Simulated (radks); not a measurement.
Species: Mg I. Configuration: [Ne] 3s1 3p1 (not the ground configuration). All-electron calculation, non-relativistic Kohn-Sham, PBE, spin-polarised, spherical densities, point nucleus; open shells are filled with parallel spins first. Program: a radial shooting solver on a logarithmic mesh with Libxc functionals.

Normalised radial functions P(r) = r R(r), r in bohr:

| r | 2s up | 3s up |
|---|---|---|
| 0.004194 | 0.0809 | 0.0186 |
| 0.005418 | 0.1030 | 0.0237 |
| 0.006999 | 0.1305 | 0.0300 |
| 0.009113 | 0.1656 | 0.0381 |
| 0.01177 | 0.2070 | 0.0476 |
| 0.01521 | 0.2562 | 0.0589 |
| 0.01964 | 0.3131 | 0.0720 |
| 0.02558 | 0.3780 | 0.0869 |
| 0.03304 | 0.4433 | 0.1018 |
| 0.04268 | 0.5037 | 0.1156 |
| 0.05513 | 0.5476 | 0.1255 |
| 0.07122 | 0.5584 | 0.1276 |
| 0.09273 | 0.5124 | 0.1163 |
| 0.1198 | 0.3893 | 0.0868 |
| 0.1547 | 0.1724 | 0.0354 |
| 0.1999 | -0.1371 | -0.0373 |
| 0.2603 | -0.5200 | -0.1253 |
| 0.3362 | -0.8847 | -0.2043 |
| 0.4343 | -1.1504 | -0.2494 |
| 0.561 | -1.2359 | -0.2326 |
| 0.7247 | -1.1164 | -0.1384 |
| 0.9436 | -0.8339 | 0.0329 |
| 1.219 | -0.5139 | 0.2390 |
| 1.575 | -0.2509 | 0.4352 |
| 2.034 | -0.0927 | 0.5743 |
| 2.648 | -0.0234 | 0.6146 |
| 3.421 | -0.0039 | 0.5268 |
| 4.419 | -0.0004 | 0.3556 |
| 5.709 | 0.0000 | 0.1844 |
| 7.374 | 0.0000 | 0.0713 |
| 9.602 | 0.0000 | 0.0184 |
| 12.4 | 0.0000 | 0.0031 |

2s up: eigenvalue -81.301 eV, 1 radial node at r = 0.180 bohr, <r> = 0.699 bohr, 90 % of the charge inside 1.11 bohr. 3s up: eigenvalue -6.134 eV, 2 radial nodes at r = 0.177, 0.903 bohr, <r> = 3.02 bohr, 90 % of the charge inside 4.61 bohr.
